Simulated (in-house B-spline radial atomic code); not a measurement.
How G0W0 and RPA depend on the start: the gold ion Au⁺

Configuration [Xe] 4f14 5d10. Computed with a B-spline radial code for spherical atoms: all electrons, scalar-relativistic (spin-free one-electron X2C), finite nucleus, each spin shell either full or empty, empty states to l = 9 with an (l + 1/2)⁻⁴ tail; G0W0 by contour deformation at full frequency.

Without the two-electron picture change, the correlation of inner shells comes somewhat too large for so heavy an element.

```csv
start,mean-field 5d (eV),G0W0 (eV),QP weight,RPA correlation (Eh)
Hartree-Fock,-20.812,-21.060,0.943,-6.5912
LDA VWN5,-15.605,?,?,?
PBE,-15.310,?,?,?
PBE0,-16.908,-20.845,0.803,-6.9333
r2SCAN,-15.445,-21.054,0.788,-6.9845
HSE06,-16.495,-20.577,0.609,-6.9446
B3LYP (VWN-RPA),-16.671,-20.766,0.626,-6.9625
SCAN,-15.464,-21.097,0.801,-6.9933
TPSS,-15.223,-21.140,0.807,-7.0476
BHandHLYP,-18.448,-21.143,0.908,-6.8132
CAM-B3LYP,-18.402,-21.387,0.903,-6.9093
LC-wPBE,-19.618,-21.400,0.928,-6.9148
wB97X,-19.333,-21.361,0.925,-6.8852
PBEsol,-15.339,-21.235,0.813,-7.0722
BLYP,-15.229,-21.325,0.814,-7.0735
r2SCAN0,-17.048,-20.750,0.843,-6.8775
LDA exchange-only,-14.216,-21.361,0.803,-7.0804
```

Problem. What G0W0 level, weight and RPA correlation energy follow from the LDA VWN5 start?

Solution. G0W0 level -21.353 eV, weight 0.816, RPA correlation -7.0775 hartree.

Problem. What G0W0 level, weight and RPA correlation energy follow from the PBE start?

Solution. G0W0 level -21.208 eV, weight 0.812, RPA correlation -7.0694 hartree.

Problem. How much of the dependence on the start does G0W0 remove?

Solution. The mean-field levels span 6.6 eV and the G0W0 levels 0.823 eV. Against 20.203 ± 0.025 eV (NIST, measured) the G0W0 removal energies are off by +0.37 to +1.20 eV, with spin-orbit coupling, Breit and QED terms left out.
